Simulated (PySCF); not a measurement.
Compound: C₂H₈PSi₂ (doublet state).
Structure used (GFN2-xTB), in Å, numbered top down from 1:
```xyz
13
C2H8PSi2 angstrom
C      2.6861    1.5277   -0.2198
C      1.8696    0.4878   -0.4002
Si     0.2677    0.1868    0.4945
Si    -1.2514   -1.2101   -0.4966
P     -3.2338   -1.2138    0.5463
H      3.6191    1.6275   -0.7510
H      2.4437    2.3242    0.4637
H      2.1766   -0.2852   -1.0963
H     -0.1325    1.3943    1.2338
H     -1.6271   -1.0129   -1.9098
H     -0.7923   -2.6067   -0.3931
H     -2.7133   -1.3751    1.8134
H     -3.3166    0.1558    0.6974
```

The hyperfine couplings belong to this conformer and change with its torsions.

Identity: `C=C[SiH][SiH2]P` [radical].

The calculation used UKS B3LYP, pcH-1 on C H P Si, non-relativistic, mean-field spin-orbit, GIAO (PySCF). Geometry: GFN2-xTB, one conformer, isolated molecule. Couplings are sensitive to structure, and on GFN2-xTB geometries they can be far from those on DFT ones, by a factor of two or more for some ions and for spin on atoms past the first row. No stability test was run, so a lower SCF solution isn't excluded.

Principal values of hyperfine tensors in MHz (contact, dipolar and spin–orbit terms together), for some of the nuclei:

```tsv
atom	isotope	A1	A2	A3
Si3	29Si	-424.02	-181.93	-180.73
H10	1H	64.73	66.33	69.29
C2	13C	-30.50	-9.67	-6.41
H6	1H	-25.26	-16.09	-5.04
H7	1H	-21.34	-16.25	-6.52
H11	1H	11.65	12.89	17.48
Si4	29Si	-14.96	-10.62	-6.60
H9	1H	-14.47	-3.23	1.81
```

Task: Split each tensor into its isotropic and traceless parts, and turn a_iso into mT with g = 2.0037.

Result: a_iso is a third of the trace, T = A − a_iso, and a(mT) = a(MHz)/(g × 13.996). The tensors hold a spin–orbit part: the run splits a_iso into a_FC + a_SO, and T includes its anisotropic share.

| atom | a_iso (MHz) | a_FC | a_SO | a_iso (mT) | T1 | T2 | T3 |
| --- | --- | --- | --- | --- | --- | --- | --- |
| Si3 | -262.23 | -263.21 | 0.98 | -9.350 | -161.79 | 80.29 | 81.50 |
| H10 | 66.79 | 66.78 | 0.00 | 2.381 | -2.05 | -0.45 | 2.50 |
| C2 | -15.53 | -15.55 | 0.02 | -0.554 | -14.97 | 5.86 | 9.11 |
| H6 | -15.46 | -15.47 | 0.00 | -0.551 | -9.80 | -0.63 | 10.43 |
| H7 | -14.70 | -14.70 | 0.00 | -0.524 | -6.64 | -1.54 | 8.18 |
| H11 | 14.01 | 14.01 | 0.00 | 0.499 | -2.35 | -1.12 | 3.47 |
| Si4 | -10.72 | -10.73 | 0.01 | -0.382 | -4.23 | 0.11 | 4.13 |
| H9 | -5.30 | -5.32 | 0.02 | -0.189 | -9.18 | 2.07 | 7.10 |

Task: What spin density at the nucleus of C2 lies behind its contact coupling (g_N = 1.40482)?

Result: a_FC = (2μ0/3) gₑ μB g_N μN ρ(0)/(2S·h) = 800.24 MHz × g_N × ρ(0)/(2S), with ρ in bohr⁻³. With a_FC = -15.55 MHz and 2S = 1, ρ(0) = -0.01383 bohr⁻³.

Task: C1 (13C, g_N = 1.40482) isn't in the table. Its spin density at the nucleus is 0.01969 bohr⁻³. What is its contact coupling?

Result: By the same relation, a_FC = 22.1 MHz. Its full tensor has the principal values 2.10, 3.33, 60.86 MHz.

Task: Which nucleus of the table has the largest anisotropic coupling, and what is its form?

Result: Si3: -161.8, 80.3, 81.5 MHz (the dipolar term alone has -160.9, 79.9, 81.0), axial, in the ratio +1:+1:−2, the form that spin in one p orbital centred on that nucleus gives (the nuclear moment is negative).

Task: In a single crystal, with the field along each principal axis of the tensor of C2 in turn, what first-order splitting does this nucleus give (isotropic g, quadrupole terms neglected)?

Result: 2 lines (I = 1/2), spaced by |A_i|/(g × 13.996): 1.09, 0.34, 0.23 mT along the axes of A1, A2 and A3.
